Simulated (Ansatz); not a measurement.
`[O]=[Mo]([Cl])([Cl])([Cl])[Cl]`. Charge 0, multiplicity 1. Mo takes the def2 core potential. All single points use the PBE0-D4/def2-TZVP geometry.

```xyz
6

O    -1.022    0.629   -1.256
Mo   -0.059    0.036   -0.073
Cl   -0.542    1.326    1.741
Cl   -1.320   -1.582    0.915
Cl    1.083   -1.659   -1.076
Cl    1.860    1.250   -0.252
```

(1) What is the dipole moment at r2SCAN/def2-TZVPP? (An estimate is asked.)

(2) And with PBE, B3LYP, ωB97M-V? (Estimate.)

(3) Give the Mulliken charges with r2SCAN, B3LYP, ωB97M-V in def2-TZVPP. (Estimate.)

Results:

(1) The calculation gave: 0.21 D, with components (0.12, -0.08, 0.15) D in this frame, pointing from negative to positive charge.

(2) The calculation gave: PBE 0.22 D, B3LYP 0.24 D, ωB97M-V 0.06 D.

(3) Computed: 
```
atom  r2SCAN  B3LYP  ωB97M-V
  O1   -0.35  -0.36    -0.32
 Mo2    1.14   1.11     0.92
 Cl3   -0.20  -0.19    -0.15
 Cl4   -0.20  -0.19    -0.15
 Cl5   -0.20  -0.19    -0.15
 Cl6   -0.20  -0.19    -0.15
```

B3LYP here is the variant with VWN-RPA as its local correlation; programs differ in this.
